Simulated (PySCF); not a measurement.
BH6NO2Si.
Atom-mapped SMILES: `[NH2:1][SiH2:2][B:3]([OH:4])[OH:5]` (hydrogens: H6, H7 on N1; H8, H9 on Si2; H10 on O4; H11 on O5)

Method: PBE0-D3(BJ)/def2-SVP geometry optimisation, gas phase in PySCF; density fitting, grid level 1; the optimiser is geomeTRIC in internal coordinates, started from a GFN2-xTB structure with every atom displaced at random (about 0.01 Å).

Step 14: E = -14221.4919 eV
```
atom  x, y, z in Å  |  force x, y, z in eV/Å
N1      1.8076    0.5429   -0.4504   -0.011   0.042  -0.054
Si2     0.7098   -0.2582    0.6462   -0.182  -0.193   0.212
B3     -1.2003   -0.2084   -0.0807    0.087   0.187   0.043
O4     -1.9297   -1.3526   -0.1187    0.116   0.158  -0.065
O5     -1.7841    0.9673   -0.4777    0.092  -0.325  -0.071
H6      1.8117    0.2336   -1.4173    0.026  -0.015   0.000
H7      2.7665    0.6639   -0.1335   -0.064   0.036  -0.037
H8      1.0692   -1.6678    1.0433    0.049   0.057  -0.057
H9      0.7478    0.5444    1.9161    0.041  -0.018   0.004
H10    -2.8075   -1.1897   -0.4842   -0.149   0.005   0.015
H11    -1.1553    1.6952   -0.4609   -0.006   0.064   0.011
```

Step 15: E = -14221.5064 eV
```
atom  x, y, z in Å  |  force x, y, z in eV/Å
N1      1.7936    0.6385   -0.3749   -0.050   0.036  -0.107
Si2     0.7099   -0.2991    0.6223   -0.248  -0.304   0.308
B3     -1.2022   -0.2333   -0.0935    0.136   0.321   0.032
O4     -2.0143   -1.3080    0.0747    0.191   0.211  -0.114
O5     -1.7011    0.9222   -0.6443    0.073  -0.461  -0.016
H6      1.7809    0.4572   -1.3739    0.059  -0.044  -0.007
H7      2.7584    0.7089   -0.0589   -0.088   0.083  -0.050
H8      1.1053   -1.7308    0.8869    0.074   0.084  -0.066
H9      0.7014    0.3703    1.9683    0.063  -0.031  -0.011
H10    -2.8949   -1.1305   -0.2749   -0.188   0.012  -0.001
H11    -1.0014    1.5751   -0.7496   -0.020   0.094   0.031
```

Step 16: E = -14221.5326 eV
```
atom  x, y, z in Å  |  force x, y, z in eV/Å
N1      1.7568    0.6495   -0.3647   -0.043   0.052  -0.090
Si2     0.7066   -0.3202    0.6402   -0.151  -0.204   0.231
B3     -1.1898   -0.2345   -0.0922    0.110   0.243   0.023
O4     -2.0222   -1.2881    0.0973    0.064   0.153  -0.113
O5     -1.6574    0.9063   -0.6936    0.050  -0.362   0.017
H6      1.7335    0.4728   -1.3645    0.053  -0.047   0.001
H7      2.7239    0.7466   -0.0655   -0.058   0.080  -0.035
H8      1.1353   -1.7464    0.8715    0.040   0.059  -0.050
H9      0.7040    0.3280    1.9957    0.068  -0.028  -0.006
H10    -2.9012   -1.1010   -0.2542   -0.133  -0.002  -0.005
H11    -0.9538    1.5576   -0.7876    0.000   0.057   0.025
```

Problem. Estimate the geometry and energy of step 17. (The exact step hangs on the optimiser's Hessian estimate; all steps are aligned on step 16, rigid shifts and turns removed.)

Solution. E = -14221.5864 eV, largest force 0.363 eV/Å
```
atom  x, y, z in Å  |  force x, y, z in eV/Å
N1      1.5925    0.6894   -0.3431    0.017   0.102  -0.055
Si2     0.7106   -0.3961    0.7182    0.035   0.074   0.061
B3     -1.1468   -0.2646   -0.0581   -0.296  -0.170  -0.123
O4     -2.1018   -1.2048    0.1382   -0.114  -0.121   0.102
O5     -1.4603    0.8136   -0.8281    0.049   0.185   0.006
H6      1.5387    0.4816   -1.3365    0.041  -0.063  -0.007
H7      2.5494    0.9409   -0.1161    0.013   0.043   0.035
H8      1.2698   -1.7837    0.8463   -0.022  -0.031  -0.023
H9      0.7582    0.1990    2.0937    0.063   0.001  -0.002
H10    -2.9436   -0.9498   -0.2656    0.102  -0.008  -0.008
H11    -0.7309    1.4450   -0.8665    0.110  -0.012   0.013
```

The energy changes by -0.0538 eV. The first-order estimate −F·Δx gives -0.1073 eV and the mean of the old and new forces, exact on a quadratic surface, -0.0533 eV. The step makes an angle of 74° with the force vector and moves no atom by more than 0.266 Å.

The cost below is that of the whole optimisation. On Arm Neoverse V1, one thread, on a shared host, this took 1.7 min and 0.43 GiB of memory at its peak.
